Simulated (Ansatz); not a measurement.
Reaction (silylene formation by 1,1-elimination): `C[SiH2][SiH2]N` → `C[SiH2]N` + `[SiH2]`

Computed with Ansatz on PBE0-D4/def2-TZVP structures; ΔE is electronic, products minus reactants. CCSD(T)/CBS adds triple-zeta CCSD(T) − MP2 to the extrapolated MP2 energy (def2 sets, frozen cores). This one scheme is used for every species. Functionals use def2-TZVPP. B3LYP here is the variant with VWN-RPA as its local correlation; programs differ in this. HSE06 is defined as in plane-wave codes. Each species was taken in one conformer, which may not be the lowest.

**Question.** Is it downhill or uphill in electronic energy at CCSD(T)/CBS, and by how much? (Best estimate.)

**Answer.** Ansatz gave: Uphill: ΔE = +2.33 eV.

**Question.** What do these levels give: r2SCAN-D4, PBE0-D4, r2SCAN0-D4, BHLYP-D4, PBE, B3LYP, HSE06, BHLYP, CAM-B3LYP, RPA@PBE/def2-TZVPP, HF/def2-TZVPP, HF/def2-QZVPP? (Best estimate.)

**Answer.** The calculation gave: r2SCAN-D4 2.59, PBE0-D4 2.55, r2SCAN0-D4 2.59, BHLYP-D4 2.37, PBE 2.42, B3LYP 2.18, HSE06 2.48, BHLYP 2.25, CAM-B3LYP 2.27, RPA@PBE/def2-TZVPP 2.08, HF/def2-TZVPP 2.06, HF/def2-QZVPP 2.06 eV.

Largest T1 diagnostic among the species: 0.014.

The D4 term adds +0.14 eV with B3LYP and +0.08 eV with PBE0; it sums over pairs of atoms, weighted by their polarisabilities, and B3LYP, whose exchange is more repulsive, gets the larger term. In def2-TZVPP, CCSD(T) changes the Hartree–Fock value by +0.21 eV (the triples alone add +0.06 eV) and MP2 by +0.36 eV.
